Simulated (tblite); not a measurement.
Compound: C₈H₉O (doublet state).
Geometry (GFN2-xTB, Å), atoms numbered from 1 in this order:
```xyz
18
C8H9O angstrom
O      2.8005    1.6502   -1.8275
C      2.1490    0.8901   -1.1331
C      2.6150   -0.1306   -0.2322
C      1.5338   -0.7634    0.3613
C      0.3349   -0.2332   -0.0823
C     -0.9835   -0.6640    0.3366
C     -2.1326    0.3212    0.4510
C     -2.1476   -0.6867   -0.6389
C      0.6177    0.8542   -1.0634
H      3.6519   -0.3517   -0.0617
H      1.6113   -1.5654    1.0762
H     -0.9670   -1.4617    1.0701
H     -2.8047    0.1972    1.2858
H     -1.9356    1.3506    0.1968
H     -1.9612   -0.3562   -1.6485
H     -2.8282   -1.5215   -0.5700
H      0.2027    0.6519   -2.0524
H      0.2348    1.8252   -0.7443
```

Computed values, GFN2-xTB/tblite, gas phase, harmonic and unscaled. The method is semi-empirical: single wavenumbers can be off by several per cent or more. One conformer, not necessarily the lowest. Open shells enter through the occupations alone, without spin polarisation, and single modes of such species can be off by tens of per cent.

Harmonic wavenumbers (cm⁻¹): 50.4, 95.5, 164.3, 206.3, 327.5, 384.5, 437.0, 477.0, 553.4, 559.6, 683.0, 752.1, 798.2, 856.4, 861.7, 869.2, 879.1, 894.7, 899.3, 990.0, 1023.4, 1054.2, 1055.5, 1061.1, 1069.9, 1085.9, 1133.9, 1151.8, 1189.8, 1229.3, 1256.8, 1318.8, 1359.5, 1391.7, 1409.2, 1428.4, 1471.8, 1488.7, 1691.8, 2964.5, 2986.4, 3045.1, 3094.4, 3096.7, 3104.0, 3113.4, 3121.1, 3151.6.

A = 4143, B = 1017, C = 876.7 MHz; mass 121.065 u (most abundant isotopes); point group Cs, symmetry number 1; spin multiplicity 2.

**Question.** Zero-point energy?

**Answer.** Half the sum of the wavenumbers: 31644 cm⁻¹ = 90.47 kcal/mol.

**Question.** Give the ideal-gas entropy at 500 K and 1 bar in the rigid-rotor, harmonic-oscillator model (classical rotation).

**Answer.** Translation 42.88, rotation 30.40, vibration 38.44, spin (R ln 2) 1.38: S = 113.1 cal/(mol K).

**Question.** And Cp and H(500 K) − H(0)?

**Answer.** Cp = 53.00 cal/(mol K), of which vibrations give 45.06 (their classical limit is 48 R = 95.4); H(500 K) − H(0) = 14.54 kcal/mol without the zero-point energy, 10.56 from vibrations.

**Question.** Blend soft modes into free rotors: weight 1/[1 + (100 cm⁻¹/ν̃)⁴] for the oscillator and the rest for a rotor with moment μB/(μ + B), μ = h/(8π²ν), B = 10⁻⁴⁴ kg m². What vibrational entropy results?

**Answer.** 36.06 cal/(mol K) in place of 38.44, which changes −T·S at 500 K by +1.19 kcal/mol.

**Question.** What must be added to the electronic energy to get the Gibbs energy at 500 K and 1 bar?

**Answer.** ZPE + [H(500 K) − H(0)] − T·S = 90.47 + 14.54 − 56.55 = 48.46 kcal/mol.

**Question.** Which modes carry the vibrational entropy at 500 K?

**Answer.** 50.4 cm⁻¹: 5.83; 95.5 cm⁻¹: 4.56; 164.3 cm⁻¹: 3.49; 206.3 cm⁻¹: 3.05; 327.5 cm⁻¹: 2.18; 384.5 cm⁻¹: 1.88 cal/(mol K); the other 42 give 17.45 together.

**Question.** How do the functions run with temperature in this model?

**Answer.** 
| T (K) | S (cal/(mol K)) | Cp (cal/(mol K)) | H − H(0) (kcal/mol) | G − H(0) (kcal/mol) | ln q(vib) |
| --- | --- | --- | --- | --- | --- |
| 100 | 67.4 | 14.8 | 1.12 | -5.61 | 1.12 |
| 200 | 80.0 | 22.9 | 2.98 | -13.01 | 2.82 |
| 300 | 91.2 | 33.4 | 5.79 | -21.57 | 4.65 |
| 800 | 142.3 | 70.8 | 33.38 | -80.45 | 15.16 |
| 1000 | 158.9 | 78.1 | 48.32 | -110.61 | 19.32 |

q(vib) and H(0) count from the zero-point level.

Hindered rotation and anharmonicity are outside this model. Other conformers, if any are populated, would add a mixing term that is left out.
